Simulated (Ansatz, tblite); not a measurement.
Cost and result up the ladder for Sn₂Au (the lowest doublet isomer of a short search) (3 atoms). Charge 0, multiplicity 2. Geometry: B3LYP-D4/def2-TZVP.

```
atom   x (Å)   y (Å)   z (Å)
 Au1  -1.151   0.200   1.047
 Sn2   1.540   0.155   0.487
 Sn3  -0.389  -0.355  -1.534
```

Ansatz on 4 threads of Arm Neoverse V2 on a shared host; xTB runs through tblite on one thread. Times are rough, summed over both states, and most runs start from the orbitals of an earlier one. B2PLYP/def2-TZVP serves as the yardstick here, not as an exact answer. Differences are given only for rows in sets of like size (and for xTB, whose basis is part of the method), since another set adds its own error. The other state is a quartet at its own geometry.

In the def2 sets Au, Sn take a core potential; there is no spin–orbit coupling. The xTB rows come from tblite. Correlated methods freeze 8 core orbitals; core or outer-core shells of Au, Sn are correlated, in sets that lack core-valence functions. The rows differ in basis, and correlated rows in double-zeta sets carry the largest basis error. The structure comes from a short search, and lower isomers may exist.

Correlated methods converge slowly with the basis, most of all in double-zeta sets (MP2 moves by 0.03 eV from def2-SVP to def2-TZVP here).

xTB has no spin-polarisation term.

```csv
level,functions,wall time,quartet − doublet (eV),difference from B2PLYP/def2-TZVP (eV)
GFN1-xTB,27,0.004 s,1.80,0.81
GFN2-xTB,27,0.004 s,2.28,1.29
PBE-D4/def2-TZVP,140,5.1 s,0.83,-0.16
revPBE-D4/def2-TZVP,140,5.4 s,0.80,-0.19
RPA@PBE/def2-TZVP,140,12 s,0.87,-0.12
PBE0-D4/def2-TZVP,140,13 s,0.87,-0.12
MP2/def2-TZVP,140,16 s,1.00,0.01
CCSD(T)/def2-SVP,84,17 s,0.98,–
r2SCAN-D4/def2-TZVP,140,22 s,0.77,-0.22
r2SCANh-D4/def2-TZVP,140,27 s,0.78,-0.21
B2PLYP/def2-TZVP,140,30 s,0.99,0.00
r2SCAN0-D4/def2-TZVP,140,35 s,0.80,-0.19
B97M-V/def2-TZVP (with forces),140,45 s,0.95,-0.04
```
